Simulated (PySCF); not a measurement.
**Calculated NMR parameters of C[SiH2]C#C[Si@@](C)(F)Cl**

```yaml
Formula: C4H8ClFSi2
SMILES: C[SiH2]C#C[Si@@](C)(F)Cl
Point_group_of_the_computed_structure: C1
Degrees_of_unsaturation: 2
Carbon_signals: 4
Proton_signals: 4
```

Atom-mapped SMILES (the numbers label the heavy atoms): `[CH3:1][SiH2:2][C:3]#[C:4][Si@@:5]([CH3:6])([F:7])[Cl:8]`. Hydrogens are named by the atom that carries them. Ha(Si2) is pro-R; Hb(Si2) is pro-S.

Non-relativistic, a single conformation, rapidly exchanging positions averaged, gas phase. GFN2-xTB structure; GIAO PBE0/pcSseg-1 shieldings; PySCF 2.14.

δ = σ(ref) − σ, references computed at the same level: TMS for ¹H (σref 31.72), ¹³C (σref 186.93), ²⁹Si (σref 349.16); CFCl3 for ¹⁹F (σref 170.95).

```tsv
carbon	δC, type	δH (multiplicity)	HMBC from (2–3 bonds)	span of the C tensor (ppm)
C1	-5.2, CH3	0.37 (m)	Ha(Si2), Hb(Si2)	10
C3	116.9, C	–	Ha(Si2), Hb(Si2), H(C1)	288
C4	115.0, C	–	Ha(Si2), Hb(Si2), H(C6)	292
C6	5.6, CH3	0.57 (m)	–	23
```

Other nuclei:
```tsv
atoms	nucleus	environment	δ (ppm)	σ (ppm)
Ha(Si2)	¹H	hydrogen on a silicon bonded to 2 C	4.44	27.28
Hb(Si2)	¹H	hydrogen on a silicon bonded to 2 C	4.43	27.29
F7	¹⁹F	fluorine bonded to Si	-138.3	309.3
Si5	²⁹Si	silicon bonded to 2 C, Cl, F	-9.5	358.7
Si2	²⁹Si	silicon bonded to 2 C, 2 H	-68.4	417.6
```

1. Carbon types of the structure: 2 × C, 2 × CH3, leaving 2 H on heteroatoms.
2. δC 116.9, 115.0: alkyne carbon.
3. δC 5.6, -5.2: methyl carbon bonded to Si; an electropositive neighbour leaves it electron-rich and shielded.
4. δH 4.44, 4.43: hydrogen on a silicon bonded to 2 C.
5. δH 0.57, 0.37: hydrogen on a methyl carbon bonded to Si; an electropositive neighbour shields it, as in TMS itself.

Splittings by ¹⁹F in the carbon and heteronuclear signals aren't shown, as no couplings were computed. Shifts are as computed. Against solution values, carbons near 30 ppm lie about +3 ppm off and those near 130 ppm about +5 ppm. Of 1309 compounds with measured shifts, 239 miss one by over three times the rms of a fit or turn the order of signals round; such compounds aren't used in these exercises. Unscaled 19F shifts against computed CFCl3 carry errors that often reach 10 to 50 ppm. Multiplicities follow the n + 1 count of equivalent neighbours, as no J values were calculated; m marks all less simple cases, F and P coupling included.
